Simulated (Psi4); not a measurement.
CH6CdGeS, singlet, at a GFN2-xTB geometry (such geometries of metal compounds can be far from the true shape) (core potentials on Cd); HF/def2-TZVPP in Psi4.

Psi4 was given this input:
```
memory 2 GB

molecule {
0 1
  Cd    0.10862548   -0.04748914   -0.29203561
  S    -0.41555180   -0.75714090   -2.56326565
  C    -2.18869913   -1.15765281   -2.28521290
  H    -2.29070560   -1.94678913   -1.53891431
  H    -2.56698143   -1.51399519   -3.23943669
  H    -2.73987863   -0.26425764   -1.98917646
  Ge    0.61786298    0.69791774    2.10182219
  H     0.93298488   -0.36434416    3.13082796
  H     1.84391342    1.57028341    2.24344215
  H    -0.38394742    1.52538507    2.87618391
}

set basis def2-tzvpp

energy('scf')
print_variables()
```

Q: Write the output that Psi4 gives for this input, abridged.

A: 
```
   => Loading Basis Set <=

    Name: DEF2-TZVPP
    Role: ORBITAL
    Keyword: BASIS

    !!!  WARNING: ECP capability is in beta. Please check occupations closely.  !!!

         ---------------------------------------------------------
                                   SCF
               by Justin Turney, Rob Parrish, Andy Simmonett
                          and Daniel G. A. Smith
                              RHF Reference
         ---------------------------------------------------------

  ==> Geometry <==

    Molecular point group: c1
    Full point group: C1

    Geometry (in Angstrom), charge = 0, multiplicity = 1:

       Center              X                  Y                   Z               Mass
    ------------   -----------------  -----------------  -----------------  -----------------
         CD           0.052915818139    -0.077260971400    -0.351841293530   113.903365090000
         S           -0.471261461861    -0.786912731400    -2.623071333530    31.972071174400
         C           -2.244408791861    -1.187424641400    -2.345018583530    12.000000000000
         H           -2.346415261861    -1.976560961400    -1.598719993530     1.007825032230
         H           -2.622691091861    -1.543767021400    -3.299242373530     1.007825032230
         H           -2.795588291861    -0.294029471400    -2.048982143530     1.007825032230
         GE           0.562153318139     0.668145908600     2.042016506470    73.921177761000
         H            0.877275218139    -0.394115991400     3.071022276470     1.007825032230
         H            1.788203758139     1.540511578600     2.183636466470     1.007825032230
         H           -0.439657081861     1.495613238600     2.816378226470     1.007825032230

  Running in c1 symmetry.

  Rotational constants: A =      0.34538  B =      0.02104  C =      0.02003 [cm^-1]
  Rotational constants: A =  10354.09355  B =    630.67851  C =    600.59464 [MHz]
  Nuclear repulsion =  409.470878057061327

  Charge       = 0
  Multiplicity = 1
  Electrons    = 80
  Nalpha       = 40
  Nbeta        = 40

  ==> Algorithm <==

  SCF Algorithm Type is DF.
  DIIS enabled.
  MOM disabled.
  Fractional occupation disabled.
  Guess Type is SAD.
  Energy threshold   = 1.00e-06
  Density threshold  = 1.00e-06
  Integral threshold = 1.00e-12

  ==> Primary Basis <==

  Basis Set: DEF2-TZVPP
    Blend: DEF2-TZVPP
    Number of shells: 93
    Number of basis functions: 261
    Number of Cartesian functions: 300
    Spherical Harmonics?: true
    Max angular momentum: 4

  Core potential: DEF2-TZVPP
    Number of shells: 4
    Number of ECP primitives: 14
    Number of ECP core electrons: 28
    Max angular momentum: 3

   => Loading Basis Set <=

    Name: (DEF2-TZVPP AUX)
    Role: JKFIT
    Keyword: DF_BASIS_SCF

  ==> Integral Setup <==

  SCF_SUBTYPE=INCORE selected. In-core MEM_DF algorithm will be used.
  Using in-core AOs.

  ==> MemDFJK: Density-Fitted J/K Matrices <==

    J tasked:                   Yes
    K tasked:                   Yes
    wK tasked:                   No
    Algorithm:                 Core
    Schwarz Cutoff:           1E-12
    Mask sparsity (%):      18.4554
    Fitting Condition:        1E-10

   => Auxiliary Basis Set <=

  Basis Set: (DEF2-TZVPP AUX)
    Blend: DEF2-UNIVERSAL-JKFIT
    Number of shells: 208
    Number of basis functions: 832
    Number of Cartesian functions: 1119
    Spherical Harmonics?: true
    Max angular momentum: 6

  Minimum eigenvalue in the overlap matrix is 5.2888131601E-04.
  Reciprocal condition number of the overlap matrix is 7.4052344758E-05.
    Using symmetric orthogonalization.

  ==> Pre-Iterations <==

  SCF Guess: Superposition of Atomic Densities via on-the-fly atomic UHF (no occupation information).

   -------------------------
    Irrep   Nso     Nmo
   -------------------------
     A        261     261
   -------------------------
    Total     261     261
   -------------------------

  ==> Iterations <==

                           Total Energy        Delta E     RMS |[F,P]|

   @DF-RHF iter SAD: -2676.18120952467279   -2.67618e+03   0.00000e+00
   @DF-RHF iter   1: -2679.55462938051551   -3.37342e+00   1.10457e-02 DIIS/ADIIS
   @DF-RHF iter   2: -2680.01648533575872   -4.61856e-01   1.12162e-02 DIIS/ADIIS
   @DF-RHF iter   3: -2681.16110973420928   -1.14462e+00   5.09736e-04 DIIS/ADIIS
   @DF-RHF iter   4: -2681.17035805906653   -9.24832e-03   1.64272e-04 DIIS/ADIIS
   @DF-RHF iter   5: -2681.17155422803262   -1.19617e-03   4.99930e-05 DIIS
   @DF-RHF iter   6: -2681.17171594559841   -1.61718e-04   1.39612e-05 DIIS
   @DF-RHF iter   7: -2681.17173101355547   -1.50680e-05   4.27628e-06 DIIS
   @DF-RHF iter   8: -2681.17173211629915   -1.10274e-06   1.26998e-06 DIIS
   @DF-RHF iter   9: -2681.17173223692362   -1.20624e-07   3.58641e-07 DIIS
  Energy and wave function converged.

  ==> Post-Iterations <==

    Orbital Energies [Eh]
    ---------------------

    Doubly Occupied:

[...]
      40A     -0.333767

    Virtual:

[...]
    Final Occupation by Irrep:
              A
    DOCC [    40 ]
    NA   [    40 ]
    NB   [    40 ]

  @DF-RHF Final Energy: -2681.17173223692362

   => Energetics <=

    Nuclear Repulsion Energy =            409.4708780570613271
    One-Electron Energy =               -4614.9490100657558287
    Two-Electron Energy =                1524.3063997717713391
    Total Energy =                      -2681.1717322369236172

Computation Completed

Properties will be evaluated at   0.000000,   0.000000,   0.000000 [a0]

Properties computed using the SCF density matrix

 Multipole Moments:

 ------------------------------------------------------------------------------------
     Multipole            Electronic (a.u.)      Nuclear  (a.u.)        Total (a.u.)
 ------------------------------------------------------------------------------------

 L = 1.  Multiply by 2.5417464519 to convert [e a0] to [Debye]
 Dipole X            :         13.7469945          -14.1697076           -0.4227131
 Dipole Y            :          1.9497514           -1.9880874           -0.0383359
 Dipole Z            :         -6.1025579            6.4109752            0.3084172
 Magnitude           :                                                    0.5246687

 ------------------------------------------------------------------------------------

  Variable Map:
  ----------------------------------------------------------------------------
[...]
  Array Variable Map:
  ----------------------------------------------------------------------------
[...]
[...]
```
